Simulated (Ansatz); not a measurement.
Stepwise reaction of `[OH][SnH]([OH])[Cl]` with hydrogen, as a gas-phase model of exchange steps in deposition or etching. ΔE in kJ/mol; ΔG adds harmonic PBE0-D4 terms to CCSD(T)/CBS, at 1 bar.

Program: Ansatz. Geometries: PBE0-D4/def2-TZVP. ΔE: electronic, gas phase. CCSD(T)/CBS is the MP2 limit (def2-TZVPP, def2-QZVPP) plus CCSD(T) − MP2 in def2-TZVPP, frozen cores. This one scheme is used for every species. Functionals use def2-TZVPP. B3LYP here is the variant with VWN-RPA as its local correlation; programs differ in this. def2 core potentials past Kr. For Sn outer-core shells are correlated without core-valence functions, which leaves a few kJ/mol of doubt a bond. One conformer a species, not always the lowest.

```
step                                             reaction  PBE-D4  B3LYP-D4  ωB97M-V  CCSD(T)/CBS  ΔG(500 K)
   1  `[OH][SnH]([OH])[Cl]` + H₂ → `[OH][SnH2][Cl]` + H₂O    11.0      10.4      8.1         12.0       11.0
   2           `[OH][SnH2][Cl]` + H₂ → `[Cl][SnH3]` + H₂O     5.8       5.6      2.2          6.4       10.7
```

(1) By hand: ΔE of the 2 steps together at CCSD(T)/CBS.

Results:

(1) (12.0) + (6.4) = 18.4 kJ/mol, or 9.2 kJ/mol a step.

In ΔE each step is lower than the one before. All are uphill at CCSD(T)/CBS. ΔG lies between 10.7 and 11.0 kJ/mol a step. PBE-D4 differs from CCSD(T)/CBS by -1.0 to -0.6 kJ/mol a step. Isolated molecules leave out the surface, adducts and barriers. Largest T1 diagnostic: 0.013.
